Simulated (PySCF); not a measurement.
## Vertical excitation energies

Compound: C6H2N2.
Structure used (GFN2-xTB), in Å, numbered top down from 1:
```
atom  x, y, z in Å
C1     1.8790   -0.6156    0.0568
C2     0.6385   -0.2082    0.0174
C3    -0.7808   -0.3685    0.2990
C4    -1.7981   -1.1238    0.8302
N5    -2.6296   -1.7766    1.2825
C6    -0.3924    0.7556   -0.3394
C7    -0.7341    1.9558   -0.9142
N8    -0.9909    2.9650   -1.4020
H9     2.1434   -1.5553    0.5097
H10    2.6738   -0.0238   -0.3625
```

The calculation used TDDFT CAM-B3LYP/def2-SVPD, vertical, gas phase, core orbitals frozen in the response (PySCF 2.14.0, density-fitted response routines).

```
state  E (eV)  λ (nm)       f  |μ| (D)  symmetry  main configurations (H = HOMO, L = LUMO)
   S1    3.24   382.1   0.075     2.47  B1 or B2                                 H→L (97%)
   S2    4.93   251.3  0.0014     0.27         –                               H-1→L (95%)
   S3    5.06   245.1  0.0000     0.00         –                               H-2→L (94%)
   S4    5.55   223.3  0.0000     0.00         –                               H→L+1 (95%)
   S5    6.13   202.4   0.189     2.85  B1 or B2                 H-3→L (84%), H-2→L+1 (9%)
   S6    6.44   192.4  0.0049     0.45  B1 or B2                  H→L+3 (76%), H→L+4 (16%)
   S7    6.57   188.6  0.0035     0.38  B1 or B2     H→L+4 (61%), H→L+3 (16%), H-4→L (11%)
   S8    6.63   187.0   0.418     4.08        A1                  H→L+2 (79%), H-5→L (10%)
```

Triplets (Tamm–Dancoff): T1 2.07 eV, H→L (94%); T2 4.45 eV, H→L+2 (86%); T3 4.58 eV, H-1→L (93%).

The lowest singlet lies at 3.24 eV (382 nm, visible) and is of moderate strength; its leading configuration is HOMO→LUMO (97%). The strongest level in the table is S8 at 6.63 eV (187 nm, f = 0.418). It is the last of those listed, so stronger ones may follow. Löwdin shares by element: HOMO carbon 79% or more (atoms not listed hold the other 21%); LUMO carbon 47% or more, nitrogen 28% (atoms not listed hold the other 25%). Weighted by f, the mean energy of these states is 6.12 eV. Of the 8 states listed, 3 reach f = 0.01 and 2 stay under 0.0005. The oscillator strengths of these states sum to 0.692; summed over the whole spectrum of an exact calculation they would give the number of electrons, 52 (Thomas–Reiche–Kuhn). S1 lies in the visible range (380 to 750 nm), at 382 nm, f = 0.075; light of that wavelength is violet, and its complementary colour is yellow-green; a Tamm–Dancoff triplet lies at 599 nm, without intensity as long as spin–orbit coupling is left out. Symmetry labels in C2v follow from the direction of the transition dipole and are given only for states with f of 0.002 or more; B1 and B2 swap with the choice of axes. Singlets were solved by full linear response, triplets in the Tamm–Dancoff approximation.

The run took 24 s wall on an Arm Neoverse V1 with one thread, no GPU, shared host.
